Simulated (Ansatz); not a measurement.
Process, species as SMILES: F[SiH2]F → 2 F atom + 2 H atom + Si atom
B3LYP-D3(BJ)/def2-TZVP geometries, fixed; electronic energies without zero-point terms.
Largest species:
```
Si
F 1 1.5916
F 1 1.5916 2 107.98
H 1 1.4696 2 108.50 3 -117.41
H 1 1.4696 4 114.67 2 121.46
```

The atomisation energy at MP2 with Ansatz (a program for electronic structure), in kcal/mol, split into its Hartree-Fock and correlation parts. Cores are frozen. Open shells are unrestricted. No added dispersion term, no relativity. Functions are those of the species that has most.

```json
[
 {"basis": "aug-cc-pV(D+d)Z", "X": "2", "functions": "96", "Hartree-Fock": "327.12", "MP2": "425.90"},
 {"basis": "aug-cc-pV(T+d)Z", "X": "3", "functions": "193", "Hartree-Fock": "339.25", "MP2": "449.76"},
 {"basis": "aug-cc-pV(Q+d)Z", "X": "4", "functions": "341", "Hartree-Fock": "341.33", "MP2": "457.08"}
]
```

Worked estimate of the basis-set limit from each neighbouring pair, with Hartree-Fock from the larger set and the correlation part extrapolated as X^-3.
Correlation parts: X = 2: 98.78, X = 3: 110.51, X = 4: 115.75.
- (2,3): (27·(110.51) - 8·(98.78))/19 = 115.45; with Hartree-Fock 339.25 the estimate is 454.70 kcal/mol.
- (3,4): (64·(115.75) - 27·(110.51))/37 = 119.57; with Hartree-Fock 341.33 the estimate is 460.90 kcal/mol.
The last two estimates differ by 6.20 kcal/mol; the largest set lies 3.82 from the last. Over the last step Hartree-Fock moves by 2.08 and the correlation part by 5.24.
